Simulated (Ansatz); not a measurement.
`C[SiH2]OB(O)O` + `C[SeH]` → `C[SiH2][Se]C` + `OB(O)O`  (ligand exchange at the Si–O bond)

Computed with Ansatz on PBE0-D4/def2-TZVP structures; ΔE is electronic, products minus reactants. CBS: MP2 limit from def2 TZ/QZ plus the TZ coupled-cluster correction, frozen cores. This one scheme is used for every species. Functionals use def2-TZVPP. For Se outer-core shells are correlated without core-valence functions, which leaves a few kJ/mol of doubt a bond. Scalar relativity is left out up to krypton. One conformer a species, not always the lowest.

```tsv
level	ΔE (eV)
B2PLYP	0.39
MP2/def2-TZVPP	0.32
CCSD/def2-TZVPP	0.40
CCSD(T)/def2-TZVPP	0.37
HF/def2-QZVPP	0.57
HF/CBS(def2)	0.57
MP2/CBS(def2)	0.28
CCSD/CBS(def2)	0.36
```

What does CCSD(T)/CBS give? (An estimate is asked.)

The calculation gave: +0.33 eV. The listed levels differ from it by 0.06, -0.01, 0.07, 0.04, 0.24, 0.24, -0.05, 0.03 eV.

Largest T1 diagnostic among the species: 0.012.

In def2-TZVPP, CCSD(T) changes the Hartree–Fock value by −0.17 eV (the triples alone add −0.03 eV) and MP2 by −0.22 eV. From PBE to PBE0 (25 % exact exchange), in def2-TZVPP and without D4, ΔE moves by +0.03 eV.
